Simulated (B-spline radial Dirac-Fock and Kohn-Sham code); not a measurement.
## Magnetic form factor of the 4f shell of Ce

System: the free cerium atom in the configuration [Xe] 4f1 5d1 6s1 6p1 (not the ground configuration).

Input file task.json (cfg lists n, l and occupation; rrms is the nuclear radius in fm):

```json
{"items": [{
  "Z": 58,
  "q": 0,
  "cfg": [[1, 0, 2], [2, 0, 2], [2, 1, 6], [3, 0, 2], [3, 1, 6], [3, 2, 10], [4, 0, 2], [4, 1, 6], [4, 2, 10], [4, 3, 1], [5, 0, 2], [5, 1, 6], [5, 2, 1], [6, 0, 1], [6, 1, 1]],
  "A": 140,
  "rrms": 4.8771,
  "do": ["scatter"],
  "s": [0.0, 0.07, 0.08, 0.1, 0.12, 0.15, 0.18, 0.22, 0.26, 0.32, 0.39, 0.47, 0.57, 0.69, 0.84, 1.02, 1.23, 1.5, 1.82, 2.2, 2.67, 3.24, 3.93],
  "pz": [0, 0.1, 0.2, 0.3, 0.4, 0.5, 0.6, 0.8, 1.0, 1.2, 1.4, 1.6, 1.8, 2.0, 2.5, 3.0, 4.0, 5.0, 7.0, 10.0, 15.0, 20.0, 30.0, 40.0, 60.0, 100.0],
  "hv_scatter": [2000, 5000, 10000, 17479.3, 20000, 30000, 50000, 200000]
}]}
```

Run with: `python xray_run.py task.json out`

Level of theory: Dirac-Fock orbitals of the configuration average with a finite nucleus; an atomic code on a B-spline grid. ⟨j_K⟩ is the integral of the 4f radial density with the spherical Bessel function j_K(4πsr), s = sin θ/λ.

| s (Å⁻¹) | ⟨j0⟩ | ⟨j2⟩ | ⟨j4⟩ | ⟨j6⟩ |
| --- | --- | --- | --- | --- |
| 0 | 1.0000 | 0.0000 | 0.0000 | 0.0000 |
| 0.07 | 0.9519 | 0.0189 | 0.0002 | 0.0000 |
| 0.08 | 0.9379 | 0.0244 | 0.0004 | 0.0000 |
| 0.1 | 0.9054 | 0.0367 | 0.0009 | 0.0000 |
| 0.12 | 0.8678 | 0.0505 | 0.0017 | 0.0001 |
| 0.15 | 0.8043 | 0.0730 | 0.0037 | 0.0002 |
| 0.18 | 0.7353 | 0.0960 | 0.0067 | 0.0004 |
| 0.22 | 0.6398 | 0.1251 | 0.0126 | 0.0011 |
| 0.26 | 0.5458 | 0.1501 | 0.0201 | 0.0024 |
| 0.32 | 0.4161 | 0.1774 | 0.0336 | 0.0054 |
| 0.39 | 0.2895 | 0.1934 | 0.0502 | 0.0108 |
| 0.47 | 0.1797 | 0.1940 | 0.0674 | 0.0186 |
| 0.57 | 0.0877 | 0.1777 | 0.0831 | 0.0292 |
| 0.69 | 0.0254 | 0.1464 | 0.0922 | 0.0408 |
| 0.84 | -0.0084 | 0.1057 | 0.0915 | 0.0510 |
| 1.02 | -0.0185 | 0.0660 | 0.0802 | 0.0561 |
| 1.23 | -0.0158 | 0.0353 | 0.0624 | 0.0544 |
| 1.5 | -0.0089 | 0.0143 | 0.0414 | 0.0461 |

Radial moments of the shell: ⟨r²⟩ = 1.382, ⟨r⁴⟩ = 4.759, ⟨r⁶⟩ = 35.22 in powers of bohr.

Values without a named source are computed, but for edge energies of neutral atoms, which are taken from tables.
